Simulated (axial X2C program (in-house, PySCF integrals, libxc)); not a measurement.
What spin–orbit coupling does to AsSe⁺

All values were computed with an axial X2C code built on PySCF integrals. Spin-free means the one-electron spin-free X2C Hamiltonian; two-component (2c) means X2C with spin–orbit coupling and atomic mean-field two-electron Coulomb and Gaunt terms, so the difference of the two also holds small scalar two-electron terms. Basis: Se dyall-v3z [8s9p6d1f], As dyall-v3z [9s9p6d1f] (cores contracted in-house); Gaussian nuclei, density fitting, unrestricted open shells. Masses: Se 79.917 u, As 74.922 u.

Spin-free state: M_S = 0, Λ = 0 (closed shell); fragments Se+ + As.

| level | Re (Å) | ωe (cm⁻¹) | De (eV) | μ (D) |
| --- | --- | --- | --- | --- |
| PBE0 | 2.058 | 481.1 | 5.260 | 1.36 |
| TPSSh | 2.067 | 468.0 | 5.457 | 1.30 |
| BP86 | 2.091 | 444.1 | 6.007 | 1.26 |

Dipoles are positive if As is the positive end and refer to the centre of mass.

Two-component determinant lowest at the distance of the search:

Ω = 0 (closed shell); fragments Se+ + As.

```csv
level,Re (Å),ωe (cm⁻¹),De (eV),μ (D)
PBE0,2.060,479.7,5.239,1.35
TPSSh,2.069,466.9,5.438,1.30
BP86,2.093,442.9,5.980,1.25
```

From the two tables, how do the constants change at the PBE0 level (2c against spin-free)?

At the PBE0 level Re increases by 0.002 Å and ωe drops by 1.4 cm⁻¹; De changes by -0.021 eV.

One determinant describes the state; a PBE0 search over occupations chose it and may have missed a lower one. The closed shell is kept restricted, so the energy runs too high when the bond is stretched far. Dissociation energies refer to the lowest single-determinant-based atoms at the same level and basis.
